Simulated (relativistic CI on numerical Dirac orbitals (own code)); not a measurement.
Sensitivity of the levels of Pd¹²⁺ to α and to the nuclear radius

Method of calculation: Dirac-Coulomb-Breit CI, separate exchange-only KLI orbitals for each configuration, derivatives by finite differences, unscaled Slater integrals, QED left out (own radial code, finite nucleus).

Configuration list (outside the closed core [Ar] 3d10): 4s2 4p4, 4s 4p5, 4p6, 4s2 4p3 4d, 4s 4p4 4d, 4s2 4p3 4f. Double excitations out of closed p, d and f shells are left out; levels of such configurations are missing from the list, as are those of other unlisted configurations, and high levels can miss mixing partners.

With x = (α/α₀)² − 1 an excitation energy changes as ω = ω₀ + qx; K = 2q/ω₀ is the relative enhancement. Terms are leading LS components, so labels can repeat. The field-shift factor is F = δν/δ⟨r²⟩ for the transition from the lowest level.

Lowest level 4s2 4p4 3P_2.

| Level | ω₀ (cm⁻¹) | q (cm⁻¹) | K | F (GHz/fm²) |
| --- | --- | --- | --- | --- |
| 4s2 4p4 3P_0 | 28086 | 12350 | 0.88 | -0.433 |
| 4s2 4p4 3P_1 | 40619 | 47800 | 2.35 | -0.951 |
| 4s2 4p4 1D_2 | 60306 | 45840 | 1.52 | -0.871 |
| 4s2 4p4 1S_0 | 124745 | 84130 | 1.35 | -2.48 |
| 4s 4p5 3P°_2 | 326003 | 58960 | 0.362 | -51.2 |
| 4s 4p5 3P°_1 | 348968 | 75350 | 0.432 | -50.1 |
| 4s 4p5 3P°_0 | 370623 | 105800 | 0.571 | -51 |
| 4s 4p5 1P°_1 | 420906 | 83210 | 0.395 | -40.2 |
| 4s2 4p3 4d 5D°_0 | 449955 | 27400 | 0.122 | 0.998 |
| 4s2 4p3 4d 5D°_2 | 449958 | 22450 | 0.0998 | 1.47 |
| 4s2 4p3 4d 5D°_3 | 450424 | 23940 | 0.106 | 1.64 |
| 4s2 4p3 4d 5D°_1 | 451904 | 32280 | 0.143 | 0.763 |
| 4s2 4p3 4d 5D°_4 | 455587 | 31650 | 0.139 | 1.63 |
| 4s2 4p3 4d 3D°_2 | 469645 | 24000 | 0.102 | 1.54 |
| 4s2 4p3 4d 3D°_3 | 487838 | 45440 | 0.186 | 1.33 |
| 4s2 4p3 4d 3D°_1 | 491634 | 48140 | 0.196 | 1.19 |
| 4s2 4p3 4d 3F°_2 | 493891 | 47150 | 0.191 | 1.11 |
| 4s2 4p3 4d 1S°_0 | 498321 | 42930 | 0.172 | 1.33 |
| 4s2 4p3 4d 3F°_3 | 499755 | 52170 | 0.209 | 1.11 |
| 4s2 4p3 4d 3G°_4 | 507361 | 52380 | 0.206 | 1.23 |
| 4s2 4p3 4d 3G°_3 | 507464 | 36100 | 0.142 | 1.52 |
| 4s2 4p3 4d 3F°_4 | 516529 | 50490 | 0.196 | 1.35 |
| 4s2 4p3 4d 3G°_5 | 525780 | 59010 | 0.224 | 1.19 |

At this charge energies of transitions that change n are usually good to better than 1 %, and those within a shell (Δn = 0) to a few per cent.
